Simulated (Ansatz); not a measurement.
Z-matrix (Å, degrees):
```
C
N 1 1.427
S 1 1.843 2 117.8
H 1 1.093 2 110.7 3 -117.8
H 1 1.091 2 109.8 3 124.0
Ge 2 1.844 1 119.9 3 -76.7
H 2 1.011 1 111.8 3 60.1
H 3 1.343 1 96.9 2 69.4
H 6 1.536 2 106.0 1 -55.7
H 6 1.546 2 113.7 1 64.0
H 6 1.533 2 106.5 1 -175.1
```

Charge 0, multiplicity 1.

(1) List the ωB97M-V/def2-TZVPP orbital energies in eV (Ansatz 0.2.0). (An estimate is asked.)

Results:

(1) Ansatz gave: Occupied: -10866.69, -2426.58, -1362.52, -1210.25, -1210.24, -1210.24, -394.48, -283.16, -220.54, -174.33, -163.67, -163.58, -163.45, -123.59, -123.57, -123.56, -36.44, -36.38, -36.37, -36.31, -36.30, -27.67, -23.57, -20.43, -18.49, -16.36, -14.70, -13.98, -13.36, -12.07, -11.98, -11.60, -9.51, -8.93. Lowest empty: 1.83, 2.51, 2.97, 3.12, 3.56, 3.80, 4.03, 4.28.
